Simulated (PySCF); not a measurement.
A structure optimised at PBE-D3(BJ)/def2-SVP, used in a PySCF frequency run:

```xyz
8

F      1.5333     0.8853    -1.0626
Sn     0.0000     0.0000    -0.2474
F     -1.5333     0.8853    -1.0626
F      0.0000    -1.7706    -1.0626
Si     0.0000     0.0000     2.3394
H      0.0000     1.4347     2.7701
H      1.2425    -0.7173     2.7701
H     -1.2425    -0.7173     2.7701
```
Charge 0, spin multiplicity 1.

### Question
Write its SMILES, formula and point group.

### Answer
[F][Sn]([F])([F])[SiH3], F3H3SiSn, C3v

### Question
What are its rotational constants (standard atomic weights)?

### Answer
2.7333, 1.4875, 1.4875 GHz
